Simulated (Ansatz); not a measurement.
Hf₃O₁₂H₁₂, a hydroxylated oxide cluster. The state is a triplet with charge 0. Geometry PBE-D4/def2-SVP, that of the neutral singlet; atoms count from 1.

```xyz
27

Hf    0.3349   -1.7692   -0.0506
Hf    0.0270    1.4704   -2.0403
Hf   -0.7744    1.1623    1.3312
O     0.1698   -2.6751    3.5455
O     0.3623    2.0990    2.6051
O     2.2082   -1.3171   -0.4060
O    -0.3493    0.1994   -0.4492
O    -2.6590    1.3484    1.7723
O     0.2920   -3.5073    1.0448
O    -0.2853   -0.8011    1.8283
O     1.9667    1.0149   -2.1129
O    -0.5567    2.6294   -0.2631
O    -0.5594   -2.2899   -1.7139
O    -0.9477    0.1747   -3.2154
O    -0.1375    3.1055   -3.1163
H     1.1089   -2.6260    3.8043
H     0.1993   -3.2057    2.6852
H     1.1807    2.3814    3.0321
H     2.3975   -0.5890   -1.0460
H    -3.3861    1.5041    2.3891
H    -0.0153   -4.3791    0.7451
H    -0.1685   -1.3847    2.6599
H     2.6367    1.2753   -2.7660
H    -0.6159    3.5984   -0.2161
H    -0.8332   -1.6395   -2.4036
H    -1.1949    0.2663   -4.1499
H    -0.4006    3.9543   -3.4936
```

In the def2 sets Hf takes a core potential; there is no spin–orbit coupling. Single mean-field runs in def2-TZVP are fitted with def2-universal-jkfit. In the triplet geometry the species has come apart into loosely held pieces. At PBE0-D4/def2-TZVP a singlet of charge 0 lies 6.54 eV below the triplet at the same geometry.

**Question.** Estimate the Mulliken populations from the PBE0/def2-TZVP orbitals of Ansatz.

**Answer.** 
```
atom  charge (e)  spin (α − β)  d electrons
 Hf1        1.09          0.60         1.79
 Hf2        1.45          0.20         1.61
 Hf3        1.60          0.08         1.60
  O4       -0.66          0.00            –
  O5       -0.69          0.00            –
  O6       -0.45          0.42            –
  O7       -0.77          0.12            –
  O8       -0.69          0.01            –
  O9       -0.78          0.00            –
 O10       -0.76         -0.02            –
 O11       -0.75         -0.01            –
 O12       -0.75         -0.01            –
 O13       -0.41          0.51            –
 O14       -0.75         -0.01            –
 O15       -0.69          0.00            –
 H16        0.32          0.01            –
 H17        0.36          0.01            –
 H18        0.32          0.00            –
 H19        0.33          0.03            –
 H20        0.32          0.01            –
 H21        0.35         -0.01            –
 H22        0.40          0.00            –
 H23        0.33          0.02            –
 H24        0.33          0.02            –
 H25        0.35          0.02            –
 H26        0.33          0.01            –
 H27        0.31          0.01            –
```
Mulliken values and Mayer orders depend strongly on the basis.

**Question.** Where does the spin sit?

**Answer.** Summed by element: Hf 0.87, O 1.00, H 0.13, of 2 unpaired in all. Largest on single atoms: Hf1 0.60, O13 0.51, O6 0.42.

**Question.** And the Mayer bond orders between bonded heavy atoms (over 0.3)?

**Answer.** Hf1–O6 0.91 (1.96 Å); Hf1–O7 0.56 (2.12 Å); Hf1–O9 0.78 (2.05 Å); Hf1–O10 0.49 (2.20 Å); Hf1–O13 0.82 (1.96 Å); Hf2–O7 0.59 (2.07 Å); Hf2–O11 0.88 (1.99 Å); Hf2–O12 0.47 (2.20 Å); Hf2–O14 0.89 (2.00 Å); Hf2–O15 1.04 (1.96 Å); Hf3–O5 1.05 (1.95 Å); Hf3–O7 0.59 (2.07 Å); Hf3–O8 1.04 (1.94 Å); Hf3–O10 0.63 (2.08 Å); Hf3–O12 0.50 (2.18 Å).
